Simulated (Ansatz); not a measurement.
`F[CH2][AlH][Br]` + H–F → `[F][AlH][Br]` + fluoromethane at 600 K and 1 bar (ligand exchange at the Al–C bond).

Calculated with Ansatz (gas phase, PBE0-D4/def2-TZVP geometries, no zero-point term in ΔE). CBS: MP2 limit from def2 TZ/QZ plus the TZ coupled-cluster correction, frozen cores. This one scheme is used for every species. For Br outer-core shells are correlated without core-valence functions, which leaves a few kJ/mol of doubt a bond. Scalar relativity is left out up to krypton. One conformer a species, not always the lowest.

```tsv
species	CCSD(T)/CBS energy (Eh)	H − E (kJ/mol)	S (J/(mol·K))
`F[CH2][AlH][Br]`	-2955.02561	145.1	409.1
H–F	-100.39570	42.3	194.0
`[F][AlH][Br]`	-2915.86674	60.8	339.9
`CF`	-139.63461	127.6	254.6
```

H − E and S are ideal-gas, rigid-rotor, harmonic terms from PBE0-D4/def2-TZVP, for one conformer and one mirror image of each species. 1 Eh = 2625.50 kJ/mol, R = 8.31446 J/(mol·K).

By hand: ΔE, ΔH, ΔS and ΔG.

ΔE = (-2915.86674) + (-139.63461) − (-2955.02561) − (-100.39570) = -0.08004 Eh = -210.1 kJ/mol. Δ(H − E) = 60.8 + 127.6 − 145.1 − 42.3 = 1.0, so ΔH = -209.1 kJ/mol. ΔS = 339.9 + 254.6 − 409.1 − 194.0 = -8.6 J/(mol·K). ΔG = -209.1 − 600 × (-8.6)/1000 = -203.9 kJ/mol.

By hand: the equilibrium constant, and the temperature at which ΔG would vanish if ΔH and ΔS stayed fixed.

log₁₀ K = −ΔG/(RT ln 10) = 17.8. ΔG = 0 at ΔH/ΔS = 24314 K, far beyond where these terms or the molecules hold.

The number of gas molecules stays the same, so ΔS is small and ΔH decides. A doubt of 5 kJ/mol in ΔE shifts log₁₀ K by 0.4 here. Other conformers and mirror images would add mixing entropy, several J/(mol·K) or more a flexible species. These are equilibria of isolated gas molecules and say nothing of rates. Largest T1 diagnostic: 0.009 (customary marks: 0.02 for closed shells, 0.045 for open ones).
